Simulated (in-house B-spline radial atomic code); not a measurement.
Inner-shell binding energies (edges) and X-ray emission energies of free atoms and ions, as differences of relaxed hole-state energies with first-order Breit, QED and recoil terms, without correlation or multiplet splittings, in NIST's listed ground configurations. For neutral atoms such line energies lie within some 1 to 5 eV of tabulated X-ray lines (up to 20 eV for the heaviest). Removing outer electrons raises all edges nearly alike, so lines move far less than edges. K = 1s, L1 = 2s, L3 = 2p3/2, M3 = 3p3/2. A dash marks a subshell that is part filled or wasn't run, or a line left out. Computed with an all-electron radial atomic-structure program (B-spline basis): Dirac-Hartree-Fock, average of the configuration, finite nuclei.

| ion | configuration | K edge (eV) | L1 edge (eV) | L3 edge (eV) | K-L3 (eV) | K-M3 (eV) |
| --- | --- | --- | --- | --- | --- | --- |
| Ni | [Ar] 3d8 4s2 | 8345.55 | 1027 | 869.06 | 7476.49 | 8262.88 |
| Ni+ | [Ar] 3d9 | ? | ? | ? | ? | ? |
| Ni2+ | [Ar] 3d8 | 8367.45 | 1048.36 | 890.6 | 7476.86 | 8263.37 |
| Ni3+ | [Ar] 3d7 | 8390.4 | 1072.06 | 914.21 | 7476.19 | 8265.69 |
| Ni4+ | [Ar] 3d6 | 8416.45 | 1098.92 | 940.98 | 7475.46 | 8269.03 |
| Ni5+ | [Ar] 3d5 | 8445.4 | 1128.69 | 970.67 | 7474.73 | 8273.43 |
| Ni6+ | [Ar] 3d4 | ? | ? | ? | ? | ? |
| Ni7+ | [Ar] 3d3 | 8511.5 | 1196.32 | 1038.17 | 7473.34 | 8285.48 |

(1) Fill in the row of Ni+.

(2) Fill in the row of Ni6+.

Answers

(1) K edge (eV): 8347.96; L1 edge (eV): 1028.23; L3 edge (eV): 870.54; K-L3 (eV): 7477.43; K-M3 (eV): 8262.

(2) K edge (eV): 8477.11; L1 edge (eV): 1161.2; L3 edge (eV): 1003.11; K-L3 (eV): 7474.01; K-M3 (eV): 8278.9.
